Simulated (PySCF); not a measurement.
Unknown compound

An unknown has the formula C₄H₁₀BNO. Its calculated NMR data are:

¹H NMR (400 MHz, computed): δ 5.59 (br s, 1H), 1.99 (s, 3H), 0.68 (s, 6H).

¹³C{¹H} NMR (computed): δ 179.4 (C), 25.6 (CH3), 8.5 (CH3).

Relativity neglected, fast rotation and ring inversion assumed for equivalent nuclei, in vacuum, single conformer. HF/pcSseg-1 with gauge-including orbitals; couplings computed with B3LYP/pcJ-1 (spin–dipole term only in couplings to heteroatoms); structure optimised with PBE0-D3(BJ)/def2-SVP; PySCF 2.14.

Chemical shifts δ = σref − σ; ¹H (31.69 ppm) and ¹³C (190.85 ppm) vs TMS, all at this level.

Question: Which of these isomers gave the spectra?
A. CB(C)NC(C)=O
B. C=CCOBNC
C. CB(C)N(C)C=O

Answer: A. 

3 carbon signals for 4 carbons: some carbons are equivalent by symmetry or fast rotation. Carbon types of the structure: 1 × C, 3 × CH3, leaving 1 H on heteroatoms. δC 179.4: amide carbonyl carbon; it is a carbonyl in resonance with an O or N lone pair, the region of acids, esters and amides. δC 25.6: methyl carbon α to a carbonyl; the adjacent C=O deshields it moderately. δC 8.5: methyl carbon bonded to B. δH 5.59: hydrogen on an amide-type nitrogen; labile proton, position sensitive to the medium. δH 1.99: hydrogen on a methyl carbon α to a carbonyl; α to C=O.

The others: CB(C)N(C)C=O would give 3 signals for carbon-bound and other non-exchanging H, not 2; C=CCOBNC would give 4 carbon signals, not 3.

The OH or NH signal is concentration- and solvent-dependent in practice; the value given is the gas-phase one. A carbon bonded to boron is broadened by the quadrupolar boron nucleus and is often missing from a measured spectrum. Shifts are as computed. Against solution values, carbons near 30 ppm lie about -0 ppm off and those near 130 ppm about +7 ppm. Of 1211 compounds with measured shifts, 218 miss one by over three times the rms of a fit or turn the order of signals round; such compounds aren't used in these exercises. Hydrogen bonding in solution deshields acid and N–H amide carbonyl carbons by as much as 10 ppm beyond these values.
